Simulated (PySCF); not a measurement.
Al (SMILES [Al-]), charge -1, triplet (in this run its highest filled SCF level lies above zero, so its values depend strongly on the basis, on diffuse functions most of all). Base run: PySCF with M062X/def2-SVP.

Geometry (Å):
```xyz
1

Al     0.0000     0.0000     0.0000
```
Charge -1, spin multiplicity 3.
Orbitals are unrestricted.
All else is at PySCF's defaults.
Base energy -242.25453 Eh.

Variants of this job, named by their change:

```tsv
change	ΔE vs base (mEh)	grid points	electrons on the grid
base	0.000	19184	14.00000
grids.atom_grid = (99, 590)	0.002	29696	14.00000
grids.level = 1	-0.308	6352	14.00000
small_rho_cutoff = 0	0.000	19184	14.00000
grids.radi_method = gauss_chebyshev	0.007	18128	14.00000
grids.prune = dft.gen_grid.sg1_prune	-0.010	6392	14.00000
grids.atom_grid = (150, 974)	0.002	74344	14.00000
grids.level = 5	0.002	43048	14.00000
grids.prune = dft.gen_grid.treutler_prune	0.000	18424	14.00000
grids.level = 0	82.427	1624	13.99294
grids.prune = off	0.000	34720	14.00000
```

Open shells are given as the SCF converged; they aren't shown to be the lowest states, and a large step between rows can be another state.
